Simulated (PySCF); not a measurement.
Solvent effects on NMR parameters

Cartesian coordinates in Å; atom numbers follow the order of the lines, from 1:
```xyz
15

O    -1.651    1.469   -2.187
C    -1.537    0.737   -1.267
O    -2.426   -0.198   -0.807
C    -1.515   -0.672    0.175
F    -1.087   -1.908   -0.143
C    -0.515    0.436   -0.177
C     0.891    0.064   -0.585
C     1.803   -0.084    0.607
F     1.328   -0.985    1.475
F     1.928    1.071    1.271
F     3.020   -0.474    0.237
H    -1.966   -0.696    1.177
H    -0.511    1.250    0.565
H     1.311    0.846   -1.234
H     0.902   -0.883   -1.142
```

GIAO PBE0/pcSseg-1 in PySCF 2.14 on one PBE0-D3(BJ)/def2-SVP conformer, non-relativistic, equivalent nuclei averaged. Solvents enter as an IEF-PCM continuum (chloroform with ε = 4.7) around the gas-phase geometry. Shifts are referred to TMS, CFCl3 computed in the same medium.

Gas phase, δ in ppm: C2 169.4, C8 130.5, C4 103.7, C6 52.6, C7 29.4, F9/F10/F11 -82.1, F5 -157.9, H12 6.05, H13 3.58, H15 2.54, H14 2.20. Dipole moment 1.70 D.

(1) How does each δ change in the continuum?

(2) Which of the listed nuclei move most (in ppm), and what does the model miss? (N and O are left out, as their reference compounds move with the solvent too.)

Results:

(1) 
```tsv
atoms	environment	Δδ, chloroform
C2	ester carbonyl carbon	+4.5
C8	CF3 carbon	+1.3
C4	sp3 CH bonded to F and O	+1.6
C6	sp3 CH α to a carbonyl	+1.3
C7	sp3 CH2	+0.4
F9/F10/F11	fluorine of a CF3 group	+0.7
F5	fluorine on an sp3 carbon	-1.2
H12	hydrogen on an sp3 CH bonded to F and O	+0.25
H13	hydrogen on an sp3 CH α to a carbonyl	+0.36
H15	hydrogen on an sp3 CH2	+0.15
H14	hydrogen on an sp3 CH2	+0.23
```

Changes are relative to the gas phase. The dipole moment becomes 2.05 D in chloroform.

(2) C2 (ester carbonyl carbon, +4.5 ppm) in chloroform. A continuum only polarises the solute; specific hydrogen bonds, the anisotropy of aromatic solvents and changes of geometry or conformer are outside it.
